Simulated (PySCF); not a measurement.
Compound: CH7FPSi (charge +1).
Numbering: `[F:1][CH2:2][SiH2:3][PH3+:4]` (hydrogens: H5, H6 on C2; H7, H8 on Si3; H9, H10, H11 on P4)

The same species was optimised twice, with GFN2-xTB and with PBE0-D3(BJ)/def2-SVP (PySCF), and the same property calculations (PySCF, gas phase) were run on both structures.

```tsv
coordinate	GFN2-xTB	PBE0-D3(BJ)/def2-SVP	change
P4–H10 (Å)	1.372	1.410	+0.038
P4–H9 (Å)	1.373	1.410	+0.037
P4–H11 (Å)	1.379	1.412	+0.033
C2–Si3 (Å)	1.934	1.909	-0.025
Si3–H7 (Å)	1.461	1.484	+0.023
Si3–H8 (Å)	1.461	1.484	+0.023
Si3–P4 (Å)	2.341	2.317	-0.024
C2–H5 (Å)	1.093	1.102	+0.009
C2–H6 (Å)	1.093	1.102	+0.009
F1–C2 (Å)	1.392	1.385	-0.007
H7–Si3–H8 (°)	119.6	114.0	-5.6
C2–Si3–P4 (°)	91.6	96.7	+5.1
H9–P4–H10 (°)	101.4	105.8	+4.4
H9–P4–H11 (°)	100.9	105.4	+4.5
H10–P4–H11 (°)	100.9	105.3	+4.4
Si3–P4–H10 (°)	116.8	112.9	-3.9
Si3–P4–H9 (°)	116.9	113.0	-3.9
Si3–P4–H11 (°)	117.1	113.6	-3.5
F1–C2–Si3–P4 (°)	0	0	0
```

Rotational constants: A = 5102, B = 3504, C = 2206 MHz (GFN2-xTB) against A = 5295, B = 3232, C = 2130 MHz (PBE0-D3(BJ)/def2-SVP). Point groups within 0.08 Å: Cs and Cs.

On the GFN2-xTB structure: lowest singlet, TDDFT (eV) 6.98 [CAM-B3LYP/def2-SVPD]; lowest triplet, Tamm–Dancoff (eV) 6.49 [CAM-B3LYP/def2-SVPD]; isotropic polarisability (au) 58.9 [CAM-B3LYP/def2-SVPD]; HOMO (eV) -15.39 [CAM-B3LYP/def2-SVPD]; LUMO (eV) -4.79 [CAM-B3LYP/def2-SVPD].

Problem. What do these properties become on the PBE0-D3(BJ)/def2-SVP structure?

Solution. 
```
                                    property                level  on GFN2-xTB  on PBE0-D3(BJ)/def2-SVP  change
                  lowest singlet, TDDFT (eV)  CAM-B3LYP/def2-SVPD         6.98                     7.07   +0.09
           lowest triplet, Tamm–Dancoff (eV)  CAM-B3LYP/def2-SVPD         6.49                     6.57   +0.08
               isotropic polarisability (au)  CAM-B3LYP/def2-SVPD         58.9                     60.2    +1.3
                                   HOMO (eV)  CAM-B3LYP/def2-SVPD       -15.39                   -15.27   +0.12
                                   LUMO (eV)  CAM-B3LYP/def2-SVPD        -4.79                    -4.60   +0.19
energy, GFN2-xTB geometry as zero (kcal/mol)  CAM-B3LYP/def2-SVPD          0.0                     -3.4    -3.4
```

The heavy atoms differ by 0.075 Å rms after alignment. Among all bonds P4–H9 and P4–H10 change most and about equally (+0.037 to +0.038 Å). Changes are differences of the printed values. Neither structure is proved a minimum here. One conformer (not necessarily the lowest) at the PBE0-D3(BJ)/def2-SVP geometry, without solvent, vibrations or thermal averaging.

Shape of the structure used: `[F:1][CH2:2][SiH2:3][PH3+:4]`: F1–C2–Si3–P4 0°.
